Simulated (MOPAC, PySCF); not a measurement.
C2H2Se, SMILES `C#C[SeH]`, neutral singlet in the gas phase. 

Cartesian coordinates (Å):
```xyz
5

C     -1.0708    -0.2597     0.9624
C     -0.0390    -0.2281     0.3447
Se     1.5525    -0.3247    -0.5632
H     -1.9842    -0.2746     1.5051
H      1.5415     1.0871    -0.9905
```
Charge 0, multiplicity 1.

All levels are single points at this geometry (B3LYP-D3(BJ)/def2-TZVP); Pople sets use spherical d functions. Orbital energies aren't observables, and empty levels follow the basis.

```tsv
level	HOMO (eV)	LUMO (eV)	gap (eV)	dipole (D)	vertical IE, Delta-SCF (eV)
PBE-D3(BJ)/def2-TZVP in PySCF	-5.72	-1.43	4.29	0.58	8.93
ωB97X-D3(BJ)/def2-TZVP in PySCF	-9.13	1.63	10.75	0.60	9.24
B3LYP/3-21G in PySCF	-6.27	-0.15	6.12	0.71	–
B3LYP/6-31G* in PySCF	-6.33	-0.37	5.96	0.67	8.89
B3LYP/LANL2DZ in PySCF	-6.55	-0.40	6.15	0.82	–
BP86/6-31G* in PySCF	-5.55	-1.21	4.34	0.69	–
PBE/6-31G* in PySCF	-5.44	-1.10	4.34	0.70	8.76
HF/3-21G in PySCF	-9.12	3.71	12.83	0.74	–
HF/6-31G* in PySCF	-9.12	3.45	12.57	0.73	–
HF/STO-3G in PySCF	-7.20	8.72	15.92	1.10	–
AM1 in MOPAC	-7.45	0.15	7.60	0.75	–
PM6 in MOPAC	-8.68	0.40	9.08	1.15	–
PM7 in MOPAC	-8.21	0.46	8.67	1.24	–
```
